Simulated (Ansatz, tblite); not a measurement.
Forces on the cluster Ga2P2⁻ at its r2SCAN-D4/def2-SVPD geometry. Charge -1, multiplicity 2.

The xTB rows come from tblite. B3LYP takes the VWN-RPA correlation. The structure comes from a short search, and lower isomers may exist.

GFN1-xTB (tblite), largest force 1.16 eV/Å:

```xyz
4
positions Å, forces eV/Å
Ga   -0.674   -0.256    1.178   -0.184   -0.069    0.321
Ga    0.674    0.256   -1.178    0.183    0.069   -0.321
P    -0.405   -1.711   -0.603   -0.252   -1.067   -0.376
P     0.405    1.712    0.603    0.253    1.067    0.377
```

GFN2-xTB (tblite), largest force 0.61 eV/Å:

```
Ga -0.135 -0.051 0.236
Ga 0.135 0.051 -0.237
P -0.131 -0.557 -0.197
P 0.132 0.557 0.197
```

B3LYP-D4/def2-TZVPD (Ansatz), largest force 0.35 eV/Å:

```
Ga -0.173 -0.065 0.302
Ga 0.172 0.065 -0.302
P -0.039 -0.167 -0.059
P 0.039 0.167 0.060
```
